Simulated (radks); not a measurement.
All-electron atom: Pm2+ in [Kr] 4d10 4f5 5s2 5p5.5 6p0.5 (fractional occupations, a model configuration). All-electron calculation, scalar-relativistic Kohn-Sham, LDA (Slater exchange, Perdew-Wang correlation), spin-unpolarised, spherical densities, point nucleus. Program: a radial shooting solver on a logarithmic mesh with Libxc functionals.

Normalised radial functions P(r) = r R(r), r in bohr:

```
   r/bohr * 5s, o 5d (the largest magnitude, 0.987, reaches the edge; | marks zero, & curves that meet)
 0.003841                             o  *
 0.004471                             o  *
 0.005205                             o  *
 0.006108                             o   *
 0.007111                             o   *
 0.008279                             o   *
 0.009638                             o   *
  0.01131                             o   *
  0.01317                             o   *
  0.01533                             o   *
  0.01784                             o  *
  0.02094                             o *
  0.02438                             o*
  0.02838                             &
  0.03304                           * |o
  0.03877                          *  |o
  0.04514                        *    |o
  0.05255                       *     | o
  0.06166                      *      | o
  0.07178                      *      |  o
  0.08357                        *    |  o
  0.09729                          *  |   o
   0.1142                             *    o
   0.1329                             |   *o
   0.1547                             |    o  *
   0.1801                             |    o    *
   0.2114                             |   o    *
   0.2461                             | o    *
   0.2865                            o|*
   0.3362                       *  o  |
   0.3914                 *     o     |
   0.4556              *      o       |
   0.5304                *    o       |
   0.6225                      &      |
   0.7246                         o   | *
   0.8436                             o           *
   0.9821                             |   o                *
    1.152                             |        o                *
    1.342                             |             o            *
    1.562                             |                o      *
    1.818                             |                  &
    2.134                             |            *     o
    2.484                             |       *         o
    2.892                             |   *          o
    3.394                             | *         o
    3.951                             |*       o
    4.599                             *     o
    5.354                             *   o
    6.283                             * o
    7.315                             *o
    8.516                             &
    9.914                             &
    11.63                             &
    13.54                             &
```

5s: eigenvalue -58.171 eV, 4 radial nodes at r = 0.0284, 0.112, 0.295, 0.702 bohr, <r> = 1.43 bohr, 90 % of the charge inside 2.06 bohr. 5d (empty): eigenvalue -15.743 eV, 2 radial nodes at r = 0.277, 0.855 bohr, <r> = 2.47 bohr, 90 % of the charge inside 3.78 bohr.
